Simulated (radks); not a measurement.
Results of a calculation; reference values are marked as such.
Polarisability of the aluminium ion Al3+, [Ne], at imaginary frequency. Level of theory: non-relativistic Kohn-Sham, LB94 model potential, spin-polarised, spherical densities, point nucleus (a radial shooting solver on a logarithmic mesh with Libxc functionals). Response by self-consistent Sternheimer equations with the Hartree and adiabatic LDA kernel.

w (hartree)  alpha1(iw) (bohr^3)  alpha2(iw) (bohr^5)
0.00266                   0.2790               0.2370
0.0143                    0.2790               0.2370
0.0360                    0.2790               0.2369
0.0697                    0.2789               0.2369
0.118                     0.2787               0.2368
0.186                     0.2784               0.2365
0.280                     0.2776               0.2360
0.413                     0.2761               0.2348
0.605                     0.2729               0.2323
0.892                     0.2662               0.2272
1.35                      0.2518               0.2162
2.12                      0.2218               0.1929
3.59                      0.1653               0.1473
6.94                     0.08598              0.07884
17.5                     0.02178              0.01970

Static values: alpha1 = 0.2790 bohr^3 (0.04134 angstrom^3; uncoupled 0.3143), alpha2 = 0.2370 bohr^5, alpha3 = 0.3406 bohr^7. C6 = 0.2609, C8 = 1.142, triple-dipole C9 = 0.05285 atomic units. One-pole (London) frequency 4 C6 / (3 alpha1^2) = 4.470 hartree, against 4.312 for minus the highest occupied eigenvalue.
